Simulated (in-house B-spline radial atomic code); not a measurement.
The bromine ion Br³⁺: [Ar] 3d10 4s2 4p2

Level of theory: non-relativistic M06-2X, spin-polarised, spherical fractional occupations, point nucleus; calculated with a B-spline radial code for spherical atoms.

Screening seen three ways: the hydrogenic charge with the same mean radius, Z_r = [3n² - l(l+1)]/(2<r>), the one with the same energy, Z_e = n√(-2ε), and Slater's rules. Values are occupation-weighted means over spin.

```tsv
shell	electrons	ε (eV)	<r> (bohr)	Z_r	Z_e	Slater
1s	2	-13246	0.04372	34.31	31.20	34.70
2s	2	-1762.2	0.1939	30.94	22.76	30.85
2p	6	-1594	0.1672	29.91	21.65	30.85
3s	2	-284.54	0.5621	24.02	13.72	23.75
3p	6	-225.13	0.567	22.04	12.20	23.75
3d	10	-117.27	0.5806	18.08	8.81	13.85
4s	2	-55.78	1.597	15.02	8.10	8.65
4p	2	-41.952	1.781	12.91	7.02	8.65
```

The least bound orbital is 4p up at -41.95 eV, and it is also the most diffuse (<r> = 1.781 bohr).

The density falls to 0.001 bohr⁻³ at 3.313 bohr; Σ<r²> = 20.381 bohr² gives, by the non-relativistic formula and without the paramagnetism of open shells, a Langevin diamagnetic susceptibility of -16.14×10⁻⁶ cm³/mol.

Caution: exact exchange at fractional occupations of open shells leaves self-interaction of up to several eV.
